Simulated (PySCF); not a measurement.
# MP2 beside CCSD(T) along the fifth-period p block: bonds to Sn

MP2 and CCSD(T) in PySCF with def2-SVP on every atom (core potentials on In, Sn, Te, I), for the lowest determinant that a PBE0 search found; no spin–orbit coupling.

| molecule | state (unpaired electrons) | MP2 Re (Å) | MP2 ωe (cm⁻¹) | MP2 De (eV) | CCSD(T) Re (Å) | CCSD(T) ωe (cm⁻¹) | CCSD(T) De (eV) |
| --- | --- | --- | --- | --- | --- | --- | --- |
| InSn | quartet (σ ↑, π ↑↑) | 2.849 | 155 | 1.82 | 2.874 | 150 | 1.79 |
| Sn2 | triplet (π ↑↑) | 2.776 | 193 | 1.92 | ? | ? | ? |
| SnTe | singlet (closed shell) | 2.556 | 264 | 3.72 | 2.572 | 253 | 3.61 |
| SnI | doublet (π ↑) | 2.743 | 199 | 2.67 | 2.758 | 194 | 2.59 |

(1) Estimate the CCSD(T) values of Sn2 by adding the mean shift from MP2 to CCSD(T) of the other rows, and compare with the calculation.

(2) What are the mean differences of MP2 from CCSD(T) over the whole series?

In a basis of this size CCSD(T) is itself not converged; it tends to give bonds that are too long and too weak.

Correlated steps freeze 8 core orbitals. Correlated levels converge slowly with the basis: in double zeta they bind strong bonds too weakly, by up to about 1 eV, and carry superposition errors of some tenths. These are scalar-relativistic numbers at best; spin–orbit coupling would shift them, the dissociation energy most. Where the molecule has an RHF reference, its open-shell atoms are computed with UHF. The CCSD T1 diagnostic is raised in SnTe, a sign that a single reference may not be enough there. States were picked by a PBE0 search and need not be the measured ground states.

Results:

(1) The mean shifts are +1.9 pm, -7 cm⁻¹ and -0.07 eV, which give 2.795 Å, 186 cm⁻¹ and 1.85 eV. CCSD(T)/def2-SVP gives Re = 2.795 Å, ωe = 188 cm⁻¹, De = 1.93 eV.

(2) Re -1.9 pm, ωe +6 cm⁻¹, De +0.05 eV.
